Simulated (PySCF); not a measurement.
Precursor series Hf Cl-F. All species are isolated molecules in the gas phase.

All values below come from TPSSh-D3(BJ)/def2-TZVP // r2SCAN-D4/def2-SVP (PySCF 2.14.0). All candidates: neutral, multiplicity 1. 

```
Item              Result
-------------  ---------
HOMO–LUMO gap    9.89 eV
HOMO           -11.02 eV
dipole moment     0.00 D
```

**Question.** Identify which member has these values.
A) [Hf(Cl)3(F)]
B) [Hf(Cl)(F)3]
C) [Hf(Cl)2(F)2]
D) [Hf(F)4]

**Answer.** D, [Hf(F)4]. The others give [Hf(Cl)(F)3]: 7.59 eV, -9.24 eV, 0.05 D; [Hf(Cl)3(F)]: 6.57 eV, -8.98 eV, 0.08 D; [Hf(Cl)2(F)2]: 6.94 eV, -9.07 eV, 0.01 D
